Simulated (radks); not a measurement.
Charge is removed step by step from the 2s down level of Dy+, starting from [He] 2s(up 1, down 1) 2p6 3s2 3p6 3d10 4s2 4p6 4d10 4f10 5s2 5p6 6s1. All-electron calculation, non-relativistic Kohn-Sham, PBE, spin-polarised, spherical densities, point nucleus; open shells are filled with parallel spins first (spin-orbit coupling, left out, can overturn this in heavy ions); relativity is left out, which matters for an element this heavy. Program: a radial shooting solver on a logarithmic mesh with Libxc functionals.

| removed (e) | E - E(0) (eV) | eigenvalue (eV) | E minus straight line (eV) |
|---|---|---|---|
| 0 | 0.000 | -8047.9 | 0.000 |
| 0.125 | 1007.1 | -8065.7 | -7.801 |
| 0.25 | 2016.4 | -8083.5 | -13.380 |
| 0.375 | 3028.0 | -8101.3 | -16.735 |
| 0.5 | 4041.7 | -8119.1 | -17.859 |
| 0.625 | 5057.8 | -8137.0 | -16.751 |
| 0.75 | 6076.0 | -8154.9 | -13.407 |
| 0.875 | 7096.5 | -8172.8 | -7.824 |
| 1 | 8119.2 | -8190.8 | 0.000 |

Removing the whole electron costs 8119.2 eV by Delta-SCF, against 8047.9 eV from minus the eigenvalue at the starting occupation. Slater's transition state (half an electron removed) gives 8119.1 eV. Integrating minus the eigenvalue over the occupation (Janak's theorem) gives 8119.2 eV. The mean slope of the eigenvalue, de/dn, is 143 eV per electron.
